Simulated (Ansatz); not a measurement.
```xyz
12

O    -1.3244    0.8456    3.0703
Ge   -0.8637   -0.6503    2.2362
C    -0.2159   -0.2107    0.4927
C     0.1690    0.0796   -0.6214
Si    0.7842    0.5472   -2.2709
O     2.2167   -0.1541   -2.5784
F    -0.3160    0.0751   -3.3195
H    -1.9525    1.3719    2.5702
H     0.2562   -1.2524    3.0825
H    -2.0711   -1.5847    2.0688
H     0.9643    1.9983   -2.4157
H     2.3533   -1.0654   -2.3148
```

Total charge 0; spin multiplicity 1.

**Question.** List the PBE/def2-TZVPP orbital energies in eV (Ansatz 0.2.0). (An estimate is asked.)

**Answer.** The calculation gave: Occupied: -10805.32, -1781.13, -1338.61, -1192.04, -1192.03, -1192.02, -659.89, -510.80, -510.39, -269.41, -269.08, -163.27, -138.69, -114.73, -114.70, -114.67, -95.47, -95.44, -95.38, -30.69, -30.56, -30.51, -30.47, -30.47, -29.65, -25.59, -24.66, -18.73, -15.06, -14.54, -12.94, -12.08, -11.52, -10.88, -10.27, -9.91, -9.39, -9.22, -8.66, -8.44, -8.42, -7.49, -7.36, -7.19. Lowest empty: -2.08, -1.65, -0.33, 0.12, 0.34, 0.72, 1.06, 1.42.
